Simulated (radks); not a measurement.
Isoelectronic series with 60 electrons, all held in the configuration [Xe] 4f4 6s2, which need not be the ground one along the series. Calculated with a radial shooting solver on a logarithmic mesh with Libxc functionals: scalar-relativistic Kohn-Sham, PBEsol, spin-polarised, spherical densities, point nucleus; open shells are filled with parallel spins first (spin-orbit coupling, left out, can overturn this in heavy ions). Total energies (hartree) and orbital eigenvalues (eV) (* marks an orbital that is empty in some or all of the ions):

| ion | E (hartree) | 4f down* | 4f up | 6s down | 6s up | 5p down |
|---|---|---|---|---|---|---|
| Nd | -9620.5596 | -0.1338 | -2.5851 | -3.4020 | -3.5909 | -21.1881 |
| Pm+ | -10016.7540 | -14.2275 | -17.1260 | -9.7508 | -9.9465 | -32.8228 |
| Sm2+ | -10422.3948 | -32.0231 | -35.2545 | -17.6085 | -17.8336 | -46.7102 |
| Eu3+ | -10837.5041 | -52.6625 | -56.1842 | -26.7349 | -26.9927 | -62.3460 |
| Gd4+ | -11262.1232 | -75.8017 | -79.5897 | -37.0148 | -37.3052 | -79.5437 |
| Tb5+ | -11696.3035 | -101.2463 | -105.2849 | -48.3796 | -48.7015 | -98.2034 |
| Dy6+ | -12140.1036 | -128.8694 | -133.1476 | -60.7839 | -61.1362 | -118.2626 |
| Ho7+ | -12593.5875 | -158.5821 | -163.0916 | -74.1955 | -74.5773 | -139.6781 |
| Er8+ | -13056.8240 | -190.3182 | -195.0525 | -88.5912 | -89.0016 | -162.4191 |
| Tm9+ | -13529.8863 | -224.0272 | -228.9809 | -103.9537 | -104.3920 | -186.4623 |
| Yb10+ | -14012.8515 | -259.6690 | -264.8378 | -120.2699 | -120.7357 | -211.7898 |
| Lu11+ | -14505.8008 | -297.2113 | -302.5915 | -137.5302 | -138.0230 | -238.3880 |
| Hf12+ | -15008.8192 | -336.6275 | -342.2160 | -155.7274 | -156.2468 | -266.2459 |
| Ta13+ | -15521.9954 | -377.8955 | -383.6896 | -174.8564 | -175.4022 | -295.3552 |
| W14+ | -16045.4224 | -420.9965 | -426.9938 | -194.9138 | -195.4857 | -325.7091 |
| Re15+ | -16579.1970 | -465.9146 | -472.1130 | -215.8974 | -216.4953 | -357.3026 |
| Os16+ | -17123.4200 | -512.6361 | -519.0336 | -237.8063 | -238.4301 | -390.1316 |
| Ir17+ | -17678.1968 | -561.1489 | -567.7439 | -260.6407 | -261.2904 | -424.1933 |
| Pt18+ | -18243.6370 | -611.4426 | -618.2336 | -284.4017 | -285.0771 | -459.4857 |
| Au19+ | -18819.8548 | -663.5080 | -670.4935 | -309.0910 | -309.7922 | -496.0075 |

4f down drops below 6s down between Nd and Pm+. 4f down drops below 5p down between Gd4+ and Tb5+. 4f up drops below 6s up between Nd and Pm+.
